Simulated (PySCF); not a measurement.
Finite-field polarisability of Tl (thallium, neutral)

[Xe] 4f14 5d10 6s2 6p1, 2P determinant. All numbers are calculated (PySCF 2.14, scalar relativity by spin-free X2C-1e, in x2c-TZVPPall with one added diffuse shell each of s, p, d, f type (12s8p7d4f, 99 functions)). Frozen: [Xe] 4f14 5d10. Energy changes in a uniform field (μhartree):

```csv
axis,F (au),HF,MP2,CCSD,CCSD(T)
x,0.0019,-101.641,-101.626,-100.749,-100.891
x,0.0038,-407.303,-407.224,-403.684,-404.256
y,0.0013,-99.666,-98.157,-97.247,-97.238
y,0.0026,-399.920,-393.757,-390.069,-390.024
```

By symmetry the remaining axis equals x.

Task: Derive α along x at CCSD(T) from the two fields.

Result: With ΔE = −αF²/2 − γF⁴/24, α = −(16 ΔE(F) − ΔE(2F))/(6F²) = 55.86 bohr³.

Task: And the mean polarisability at each level?

Result: The components xx, yy, zz at CCSD(T) are 55.86, 115.0, 55.86, the third axis being equal by symmetry to one of the two computed. Means: HF 76.79, MP2 76.20, CCSD 75.52, CCSD(T) 75.57 bohr³. Reference: 50 ± 2 bohr³ (recommended; Schwerdtfeger and Nagle, table of static dipole polarizabilities (2023 update)).

CCSD(T) lies more than 5 % above the reference; correlation of the frozen inner shells, absent here, would lower it, and spin-orbit coupling is absent too.

Spin-orbit coupling, absent here, splits the open shell strongly.
